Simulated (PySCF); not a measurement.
Zn(SH)(SMe) (CH₄S₂Zn), SMILES C[S][Zn][SH]. Atoms are numbered in the order given.

```xyz
8

Zn    -0.1758     0.2036     0.2588
S     -1.6661     1.7833     0.4114
H     -2.6895     0.8991     0.4451
S      1.3189    -1.3656     0.1075
C      1.4833    -1.5035    -1.7097
H      0.5437    -1.8078    -2.1914
H      2.2303    -2.2878    -1.8960
H      1.8466    -0.5725    -2.1666
```
Charge 0, spin multiplicity 1.

The structure is a stationary point at PBE0-D3(BJ)/def2-SVP. The structure was generated by enumeration; whether it is a known compound was not checked. The values are those of a single conformer.

Computed with TDDFT-PBE/def2-SVPD (PySCF 2.14.0).

Vertical excitations. Isolated molecule, no solvent.

Computed lowest excited states:
| state | energy (eV) | λ (nm) | f | main pairs |
|---|---|---|---|---|
| S1 | 4.04 | 307 | 0.011 | HOMO→LUMO 99 % |
| S2 | 4.45 | 279 | 0.002 | HOMO→LUMO+1 99 % |
| S3 | 4.57 | 271 | 0.025 | HOMO−1→LUMO 99 % |
| S4 | 4.83 | 257 | 0.012 | HOMO→LUMO+2 83 %, HOMO−2→LUMO 15 % |
| S5 | 5.08 | 244 | 0.004 | HOMO−1→LUMO+1 76 %, HOMO−1→LUMO+2 14 % |
| S6 | 5.14 | 241 | 0.001 | HOMO−1→LUMO+2 85 % |
| S7 | 5.53 | 224 | 0.014 | HOMO→LUMO+3 95 % |
| S8 | 5.66 | 219 | 0.001 | HOMO−2→LUMO+1 95 % |
| S9 | 5.81 | 213 | 0.289 | HOMO−2→LUMO 41 %, HOMO−2→LUMO+2 39 %, HOMO→LUMO+2 6 % |
| S10 | 5.87 | 211 | 0.201 | HOMO−2→LUMO+2 59 %, HOMO−2→LUMO 24 % |
| T1 | 3.75 | 330 | 0 | HOMO→LUMO 99 % |
| T2 | 4.23 | 293 | 0 | HOMO→LUMO+1 97 % |
| T3 | 4.25 | 292 | 0 | HOMO−1→LUMO 98 % |
| T4 | 4.36 | 284 | 0 | HOMO→LUMO+2 97 % |
Triplets are in the Tamm–Dancoff approximation, which puts them higher than full response would, so one can lie above its singlet here.
